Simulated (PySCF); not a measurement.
C₅H₆F₂.
Atom-mapped SMILES: `[F:1][CH2:2][C:3]1=[C:4]([F:5])[CH2:6][CH2:7]1` (hydrogens: H8, H9 on C2; H10, H11 on C6; H12, H13 on C7)

The same species was optimised twice, with GFN2-xTB and with PBE0-D3(BJ)/def2-SVP (PySCF), and the same property calculations (PySCF, gas phase) were run on both structures.

```json
{"coordinate": "C4–F5 (Å)", "GFN2-xTB": "1.336", "PBE0-D3(BJ)/def2-SVP": "1.318", "change": "-0.018"}
{"coordinate": "C3=C4 (Å)", "GFN2-xTB": "1.330", "PBE0-D3(BJ)/def2-SVP": "1.339", "change": "+0.009"}
{"coordinate": "C6–C7 (Å)", "GFN2-xTB": "1.553", "PBE0-D3(BJ)/def2-SVP": "1.562", "change": "+0.009"}
{"coordinate": "C2–C3 (Å)", "GFN2-xTB": "1.485", "PBE0-D3(BJ)/def2-SVP": "1.479", "change": "-0.006"}
{"coordinate": "C4–C6 (Å)", "GFN2-xTB": "1.495", "PBE0-D3(BJ)/def2-SVP": "1.493", "change": "-0.002"}
{"coordinate": "F1–C2 (Å)", "GFN2-xTB": "1.380", "PBE0-D3(BJ)/def2-SVP": "1.378", "change": "-0.002"}
{"coordinate": "C3–C7 (Å)", "GFN2-xTB": "1.516", "PBE0-D3(BJ)/def2-SVP": "1.516", "change": "0.000"}
{"coordinate": "C3–C4–C6 (°)", "GFN2-xTB": "96.4", "PBE0-D3(BJ)/def2-SVP": "97.3", "change": "+0.9"}
{"coordinate": "C4–C3–C7 (°)", "GFN2-xTB": "92.1", "PBE0-D3(BJ)/def2-SVP": "91.2", "change": "-0.9"}
{"coordinate": "C4–C6–C7 (°)", "GFN2-xTB": "84.6", "PBE0-D3(BJ)/def2-SVP": "84.0", "change": "-0.6"}
{"coordinate": "C3–C7–C6 (°)", "GFN2-xTB": "86.8", "PBE0-D3(BJ)/def2-SVP": "87.5", "change": "+0.7"}
{"coordinate": "C2–C3–C7 (°)", "GFN2-xTB": "131.9", "PBE0-D3(BJ)/def2-SVP": "132.5", "change": "+0.6"}
{"coordinate": "C3–C4–F5 (°)", "GFN2-xTB": "133.8", "PBE0-D3(BJ)/def2-SVP": "133.3", "change": "-0.5"}
{"coordinate": "C2–C3–C4 (°)", "GFN2-xTB": "136.0", "PBE0-D3(BJ)/def2-SVP": "136.3", "change": "+0.3"}
{"coordinate": "F5–C4–C6 (°)", "GFN2-xTB": "129.7", "PBE0-D3(BJ)/def2-SVP": "129.4", "change": "-0.3"}
{"coordinate": "F1–C2–C3–C4 (°)", "GFN2-xTB": "119", "PBE0-D3(BJ)/def2-SVP": "120", "change": "+1"}
```

Rotational constants: A = 4193, B = 1905, C = 1413 MHz (GFN2-xTB) against A = 4243, B = 1896, C = 1413 MHz (PBE0-D3(BJ)/def2-SVP). Point groups within 0.08 Å: C1 and C1.

On the GFN2-xTB structure: lowest singlet, TDDFT (eV) 6.83 [PBE0/def2-SVPD]; isotropic polarisability (au) 59.1 [PBE0/def2-SVPD]; HOMO (eV) -7.42 [PBE0/def2-SVPD]; LUMO (eV) 0.04 [PBE0/def2-SVPD]; dipole (D) 1.97 [PBE0/def2-SVPD].

**Question.** What do these properties become on the PBE0-D3(BJ)/def2-SVP structure?

**Answer.** 
| property | level | on GFN2-xTB | on PBE0-D3(BJ)/def2-SVP | change |
| --- | --- | --- | --- | --- |
| lowest singlet, TDDFT (eV) | PBE0/def2-SVPD | 6.83 | 6.72 | -0.11 |
| isotropic polarisability (au) | PBE0/def2-SVPD | 59.1 | 59.9 | +0.8 |
| HOMO (eV) | PBE0/def2-SVPD | -7.42 | -7.31 | +0.11 |
| LUMO (eV) | PBE0/def2-SVPD | 0.04 | 0.02 | -0.02 |
| dipole (D) | PBE0/def2-SVPD | 1.97 | 1.91 | -0.06 |
| energy, GFN2-xTB geometry as zero (kcal/mol) | PBE0/def2-SVPD | 0.0 | -0.6 | -0.6 |

The heavy atoms differ by 0.013 Å rms after alignment. Among bonds between heavy atoms C4–F5 changes most (-0.018 Å). Changes are differences of the printed values. Neither structure is proved a minimum here.

Shape of the structure used: `[F:1][CH2:2][C:3]1=[C:4]([F:5])[CH2:6][CH2:7]1`: F1–C2–C3–C4 120°.
